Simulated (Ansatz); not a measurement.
Frontier orbitals of CH7ClGeOSi, SMILES `CO[SiH](Cl)[GeH3]`.

```xyz
12

C     1.6745   -1.1996   -0.2223
O     0.3016   -1.2768   -0.5414
Si   -0.8665   -0.5366    0.3321
Cl   -2.6416   -1.3859   -0.2374
Ge   -0.9714    1.8028   -0.0980
H     2.0728   -0.1969   -0.4116
H     2.2070   -1.9100   -0.8554
H     1.8589   -1.4589    0.8263
H    -0.6672   -0.8241    1.7792
H     0.3913    2.4600    0.1912
H    -2.0240    2.4651    0.8050
H    -1.3355    2.0609   -1.5676
```

The species carries charge 0 and has multiplicity 1. Correlated methods include outer-core shells of Ge, which these sets cover unevenly. Scalar relativity is left out up to krypton. Geometry: relaxed with PBE0-D4/def2-TZVP. It is one conformer, not always the lowest. Basis def2-TZVPP, Ansatz.

Orbital energies of one run (eV). Highest occupied ones, from the top: -6.45, -7.43, -7.65, -7.93, -8.32, -8.45, -8.74, -9.46, -11.08, -11.32, -11.40, -13.05, -14.19, -17.31. Empty: -0.85, -0.69, -0.09, 0.28, 0.87, 1.11.

(1) Which functional gave them?
A. HSE06 (plane-wave form)
B. LC-ωPBE
C. r2SCAN0
D. revPBE

Results:

(1) D. HOMO energies: revPBE -6.45, r2SCAN0 -7.93, LC-ωPBE -10.30, HSE06 -7.35 eV.

LC-ωPBE has ω = 0.4 bohr⁻¹.
